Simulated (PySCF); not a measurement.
A side-by-side comparison of computed properties.

First species: C4H8F3NSi2.
SMILES: `C#CCN[SiH2]C(F)(F)[SiH2]F`

Second species: C4H12O2Si2.
SMILES: `C=CO[Si@](O)([SiH3])CC`

Levels: PBE0/pcSseg-1 for dipole moment, HOMO energy, LUMO energy and HOMO–LUMO gap; GFN2-xTB for rotational constant A and rotational constant C. Geometries: GFN2-xTB. All species are isolated and taken at one optimised geometry, non-relativistic unless stated; the electronic structure was computed with PySCF and density fitting.

The conformers computed, where there is a choice (atom-mapped SMILES and torsion angles):
- `[CH:1]#[C:2][CH2:3][NH:4][SiH2:5][C:6]([F:7])([F:8])[SiH2:9][F:10]`: C2–C3–N4–Si5 -160°, C3–N4–Si5–C6 -174°, N4–Si5–C6–F7 -169°, Si5–C6–Si9–F10 42°
- `[CH2:1]=[CH:2][O:3][Si@:4]([OH:5])([SiH3:6])[CH2:7][CH3:8]`: C1–C2–O3–Si4 -4°, C2–O3–Si4–O5 174°, O3–Si4–C7–C8 -43°, H–O5–Si4–O3 41°

| property | column X | column Y |
| --- | --- | --- |
| dipole moment | 1.69 D | 2.05 D |
| HOMO energy | -6.98 eV | -7.27 eV |
| LUMO energy | 0.01 eV | -0.27 eV |
| HOMO–LUMO gap | 6.99 eV | 7.00 eV |
| rotational constant A | 1.396 GHz | 1.471 GHz |
| rotational constant C | 0.892 GHz | 0.442 GHz |

Task: Which column belongs to which species?

Result: Column X is the second species and column Y the first. The first has 18 atoms and 94 electrons, the second 20 and 80.

Task: How does each property change from the first species to the second?

Result: dipole moment -0.36 D; HOMO energy +0.29 eV; LUMO energy +0.28 eV; HOMO–LUMO gap -0.01 eV; rotational constant A -0.075 GHz; rotational constant C +0.450 GHz.

On the first: A dipole of 2.05 D is allowed in C1, and pure rotational transitions are dipole-allowed. The dipole matches unit charges of opposite sign 0.43 Å apart (1 e·Å = 4.8032 D). GFN2-xTB frequencies show an imaginary mode (75i cm⁻¹), so this geometry is no minimum at that level.

On the second: In atomic units the dipole is 0.66 e·bohr (1 au = 2.5417 D).
